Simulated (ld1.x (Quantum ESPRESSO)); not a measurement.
**Configuration tests for Pt (Z = 78) (ultrasoft)**

```
Element                 : platinum (Pt)
Generator               : ld1.x (Quantum ESPRESSO) 7.5
Type                    : ultrasoft
Functional              : PBE
Relativity              : scalar-relativistic
Frozen core             : [Xe] 4f14
Valence charge          : 10
Reference configuration : 5d9 6s0.5 6p0 (charge +0.5)
Partial waves           : 6s (bound): rcut 1.80, rcutus 2.20 bohr; 6s channel at 1.75 Ry: rcut 1.80, rcutus 2.20 bohr; 6p (bound, empty): rcut 3.40, rcutus 3.60 bohr; 6p channel at 0.1 Ry: rcut 3.40, rcutus 3.60 bohr; 5d (bound): rcut 1.10, rcutus 1.40 bohr; 5d channel at -0.2 Ry: rcut 1.10, rcutus 1.40 bohr
Local potential         : all-electron potential smoothed inside 2.25 bohr (lloc = -1)
Core correction         : none
Augmentation charge     : PSQ, inside the norm-conserving radii
```

Energies are relative to the spin-unpolarised reference configuration 5d9 6s0.5 6p0; without spin polarisation the order of configurations can differ from experiment.

```tsv
valence configuration	charge	ΔE all-electron (eV)	error AE − PS (meV)
5d9 6s0 6p0	+1	5.500	+8.3
5d8 6s0 6p0	+2	25.466	+4.4
5d8 6s1 6p1	0	2.874	-6.3
5d7 6s0 6p0	+3	57.683	-70
5d10 6s0 6p0	0	-3.711	-2.9
5d6 6s0 6p0	+4	103.335	-281
```

Task: What are ΔE and the potential's error for 5d9 6s1 6p0?

Result: ΔE = -3.694 eV all-electron; the error (AE − PS) is +8.6 meV.

Levels in the configuration 5d8 6s1 6p1:

| level | all-electron (eV) | pseudo (eV) |
| --- | --- | --- |
| 5d | -9.959 | -10.011 |
| 6s | -7.893 | -7.947 |
| 6p | -2.102 | -2.103 |
